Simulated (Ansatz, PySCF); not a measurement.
Torsion H3–B1–P2–H5 in BH4P (SMILES BP); at each angle all else is relaxed with GFN2-xTB, and the levels are single points there.
Geometry at 150° (charge 0, multiplicity 1):
```xyz
6

B     -0.882     0.019    -0.017
P      0.897     0.029    -0.485
H     -1.566     0.905    -0.354
H     -1.354    -0.949     0.435
H      1.518    -0.649     0.542
H      1.328     1.292    -0.144
```

On the grid 0° to 330°, 240° is the highest and 150° the lowest point at MP2/CBS(cc-pV(T+d)Z, cc-pV(Q+d)Z) + ΔCCSD(T)/cc-pV(T+d)Z.

Cores are frozen in the correlated methods.

The values were computed with Ansatz (a first-principles code) with Gaussian orbitals; PySCF for the dispersion terms. 

Q: Predict the energy at 240° less that at 150° from CCSD(T)/cc-pV(T+d)Z.

A: 9.5 kcal/mol

Q: What energy at 240° less that at 150° does BLYP-D3(BJ)/def2-TZVPP give?

A: 10.8 kcal/mol

Q: Estimate the energy at 240° less that at 150° that MP2/cc-pV(Q+d)Z returns for this input.

A: 9.8 kcal/mol
